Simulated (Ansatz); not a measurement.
Basis sets compared for Si(vinyl)3(NMe2) (C8H15NSi). Charge 0, multiplicity 1. Geometry PBE-D4/def2-SVP. Ansatz on 2 threads of AMD EPYC 7R13 on a shared host and a share (18 GiB) of an NVIDIA H100 80GB HBM3; times are rough, and most runs start from earlier orbitals.

```csv
atom,x (Å),y (Å),z (Å)
Si1,-0.0257,0.1081,0.4201
C2,-0.8146,1.8194,0.4171
C3,-0.5214,2.7681,-0.4953
H4,-1.5091,2.0811,1.2385
H5,0.1759,2.5605,-1.3264
H6,-0.9542,3.7833,-0.4564
C7,-1.3116,-1.1657,0.9452
C8,-2.6403,-0.9343,0.9986
H9,-0.9630,-2.1972,1.1515
H10,-3.0629,0.0659,0.7934
H11,-3.3720,-1.7239,1.2466
C12,1.4161,0.0805,1.6274
C13,1.4151,-0.6035,2.7898
H14,2.2948,0.7137,1.3972
H15,0.5619,-1.2377,3.0890
H16,2.2579,-0.5599,3.5022
N17,0.6113,-0.2103,-1.1909
C18,1.8361,-0.9498,-1.4213
C19,-0.2970,-0.2328,-2.3233
H20,1.6547,-2.0249,-1.6757
H21,2.4853,-0.9278,-0.5240
H22,2.4145,-0.5125,-2.2699
H23,-1.2151,0.3475,-2.1024
H24,0.1755,0.2211,-3.2265
H25,-0.6122,-1.2690,-2.6046
```

B3LYP takes the VWN-RPA correlation. Single mean-field runs in def2-TZVP are fitted with def2-universal-jkfit.

Binding counts from free atoms (Si triplet, C triplet, H doublet, N quartet) in the same basis, without a counterpoise term.

```tsv
level	functions	energy (Eh)	HOMO (eV)	LUMO (eV)	binding per atom (eV)	wall time
PBE-D4/def2-SVP	219	-657.0870	-4.71	-1.58	4.36	3.7 s
B3LYP-D4/6-31G	124	-657.9936	-5.45	-0.48	4.12	2.7 s
PBE0-D4/def2-SVP	219	-657.1671	-6.02	-0.61	4.30	3.8 s
```

**Question.** Estimate the rows for PBE-D4/def2-TZVP, B3LYP-D4/def2-TZVP (with forces), PBE0-D4/def2-TZVP.

**Answer.** 
| level | functions | energy (Eh) | HOMO (eV) | LUMO (eV) | binding per atom (eV) | wall time |
| --- | --- | --- | --- | --- | --- | --- |
| PBE-D4/def2-TZVP | 406 | -657.5943 | -4.86 | -1.75 | 4.33 | 3 s |
| B3LYP-D4/def2-TZVP (with forces) | 406 | -658.2991 | -5.93 | -0.98 | 4.24 | 5.5 s |
| PBE0-D4/def2-TZVP | 406 | -657.6648 | -6.12 | -0.78 | 4.26 | 3.1 s |
